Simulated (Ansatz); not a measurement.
Consider the redistribution: `CO[Si](O)(F)F` + `C[SiH](C)C#N` → `CO[SiH](O)F` + `C[Si](C)(F)C#N`.

Computed with Ansatz on PBE0-D4/def2-TZVP structures; ΔE is electronic, products minus reactants. CCSD(T)/CBS adds triple-zeta CCSD(T) − MP2 to the extrapolated MP2 energy (def2 sets, frozen cores). Functionals use def2-TZVPP. One conformer a species, not always the lowest.

| level | ΔE (kJ/mol) |
| --- | --- |
| PBE0-D4 | 12.0 |
| r2SCANh | 12.9 |

Q: What does CCSD(T)/CBS give? (An estimate is asked.)

A: Ansatz gave: +12.1 kJ/mol. The listed levels differ from it by -0.1, 0.8 kJ/mol.

Q: What do rigid-rotor, harmonic-oscillator terms from PBE0-D4/def2-TZVP frequencies (298.15 K, 1 bar) make of the CCSD(T)/CBS value? (Best estimate.)

A: Computed: ΔZPE = -0.3 kJ/mol, ΔH = +12.0 kJ/mol, ΔS = 1 J/(mol·K), ΔG = +11.6 kJ/mol.

Largest T1 diagnostic among the species: 0.012.

Leaving LDA and LC-ωPBE aside and taking each functional with its dispersion term where it has one, the values, not all of them listed here, spread over 8.1 kJ/mol, from BLYP-D4 to r2SCAN0-D4. From PBE to PBE0 (25 % exact exchange), in def2-TZVPP and without D4, ΔE moves by +3.7 kJ/mol. In def2-TZVPP, CCSD(T) changes the Hartree–Fock value by −3.0 kJ/mol (the triples alone add −0.7 kJ/mol) and MP2 by −4.6 kJ/mol.
